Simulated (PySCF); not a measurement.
Input file for PySCF: R-M06-2X/def2-TZVPP on BH3O2 (SMILES OBO), a point of a torsion scan.

```python
from pyscf import gto, dft

mol = gto.M(
    atom='''
    O    -1.25244305   -0.21447778   -0.38278343
    B     0.04700917    0.12846511   -0.20045537
    O     0.96735782   -0.54433932   -0.90862025
    H    -1.75834428   -0.51673310    0.36356960
    H     0.36148164    0.96176640    0.59277192
    H     1.87176991   -0.24032542   -0.85884241
    ''',
    basis='def2-tzvpp',
    charge=0, spin=0, verbose=4, max_memory=1800)
mf = dft.RKS(mol, xc='m062x').density_fit(auxbasis='def2-universal-jkfit')
mf.grids.level = 4
mf.conv_tol = 1e-9
mf.max_cycle = 150
mf.kernel()
mf.dip_moment()
```

Output:

```
PySCF version 2.14.0

[INPUT] verbose = 4
[INPUT] num. atoms = 6
[INPUT] num. electrons = 24
[INPUT] charge = 0
[INPUT] spin (= nelec alpha-beta = 2S) = 0
[INPUT] symmetry False subgroup None
[INPUT] Mole.unit = angstrom
[INPUT] Symbol           X                Y                Z      unit          X                Y                Z       unit  Magmom
[INPUT]  1 O     -1.252443050000  -0.214477780000  -0.382783430000 AA   -2.366774351115  -0.405304264005  -0.723355847722 Bohr   0.0
[INPUT]  2 B      0.047009170000   0.128465110000  -0.200455370000 AA    0.088834456643   0.242763874462  -0.378805749498 Bohr   0.0
[INPUT]  3 O      0.967357820000  -0.544339320000  -0.908620250000 AA    1.828041344256  -1.028652233632  -1.717043423734 Bohr   0.0
[INPUT]  4 H     -1.758344280000  -0.516733100000   0.363569600000 AA   -3.322789121896  -0.976484038497   0.687046971218 Bohr   0.0
[INPUT]  5 H      0.361481640000   0.961766400000   0.592771920000 AA    0.683101298659   1.817475091809   1.120176583133 Bohr   0.0
[INPUT]  6 H      1.871769910000  -0.240325420000  -0.858842410000 AA    3.537132498102  -0.454149224571  -1.622976939061 Bohr   0.0

nuclear repulsion = 66.9638180900948
number of shells = 51
number of NR pGTOs = 186
number of NR cGTOs = 135
basis = def2-tzvpp
ecp = {}


******** <class 'pyscf.df.df_jk.DFRKS'> ********
method = DFRKS
initial guess = minao
damping factor = 0
level_shift factor = 0
DIIS = <class 'pyscf.scf.diis.CDIIS'>
diis_start_cycle = 1
diis_space = 8
diis_damp = 0
SCF conv_tol = 1e-09
SCF conv_tol_grad = None
SCF max_cycles = 150
direct_scf = False
XC library pyscf.dft.libxc version 7.1.2
    S. Lehtola, C. Steigemann, M. J. T. Oliveira, and M. A. L. Marques,  SoftwareX 7, 1–5 (2018)
XC functionals = m062x
    Y. Zhao and D. G. Truhlar,  Theor. Chem. Acc. 120, 215 (2008)
    Y. Zhao and D. G. Truhlar,  Theor. Chem. Acc. 120, 215 (2008)
radial grids:
    Treutler-Ahlrichs [JCP 102, 346 (1995); DOI:10.1063/1.469408] (M4) radial grids

becke partition: Becke, JCP 88, 2547 (1988); DOI:10.1063/1.454033
pruning grids: <function nwchem_prune>
grids dens level: 4
symmetrized grids: False
atomic radii adjust function: <function treutler_atomic_radii_adjust>
small_rho_cutoff = 0
Set gradient conv threshold to 3.16228e-05
Initial guess from minao.
tot grids = 131752
******** <class 'pyscf.df.df.DF'> ********
auxbasis = def2-universal-jkfit
init E= -177.489993772208
  HOMO = -0.398706421373795  LUMO = -0.0190881899216926  gap/eV = 10.32994
cycle= 1 E= -177.095175079834  delta_E= 0.395  |g|= 0.778  |ddm|= 1.74
  HOMO = -0.270523655344245  LUMO = 0.0564487164176714  gap/eV = 8.89737
cycle= 2 E= -177.063585505318  delta_E= 0.0316  |g|= 0.927  |ddm|= 0.84
  HOMO = -0.373809924243982  LUMO = 0.0488874062369057  gap/eV = 11.50218
cycle= 3 E= -177.204718551676  delta_E= -0.141  |g|= 0.0343  |ddm|= 0.47
  HOMO = -0.375660685498168  LUMO = 0.0506384840771269  gap/eV = 11.60019
cycle= 4 E= -177.204963296638  delta_E= -0.000245  |g|= 0.0114  |ddm|= 0.033
  HOMO = -0.374684841705491  LUMO = 0.0506865282829379  gap/eV = 11.57494
cycle= 5 E= -177.204986727935  delta_E= -2.34e-05  |g|= 0.00506  |ddm|= 0.00891
  HOMO = -0.375136028727606  LUMO = 0.0506146286244268  gap/eV = 11.58527
cycle= 6 E= -177.204990879969  delta_E= -4.15e-06  |g|= 0.00166  |ddm|= 0.00343
  HOMO = -0.375134172541536  LUMO = 0.050567009934226  gap/eV = 11.58392
cycle= 7 E= -177.204991367541  delta_E= -4.88e-07  |g|= 0.000274  |ddm|= 0.0013
  HOMO = -0.375102996399445  LUMO = 0.0505796776379367  gap/eV = 11.58342
cycle= 8 E= -177.204991389801  delta_E= -2.23e-08  |g|= 5.29e-05  |ddm|= 0.000263
  HOMO = -0.37511106404456  LUMO = 0.050577564293897  gap/eV = 11.58358
cycle= 9 E= -177.204991391196  delta_E= -1.4e-09  |g|= 1.03e-05  |ddm|= 9.97e-05
  HOMO = -0.375110513954976  LUMO = 0.0505777716208598  gap/eV = 11.58357
cycle= 10 E= -177.204991391255  delta_E= -5.87e-11  |g|= 2.15e-06  |ddm|= 1.68e-05
  HOMO = -0.375110755930791  LUMO = 0.0505777735219502  gap/eV = 11.58357
Extra cycle  E= -177.204991391257  delta_E= -2.16e-12  |g|= 8.87e-07  |ddm|= 3.22e-06
converged SCF energy = -177.204991391257
Dipole moment(X, Y, Z, Debye):  0.94080,  0.38830,  1.59744
```

Self-consistency was reached.

Cost: very roughly 14 core-seconds.
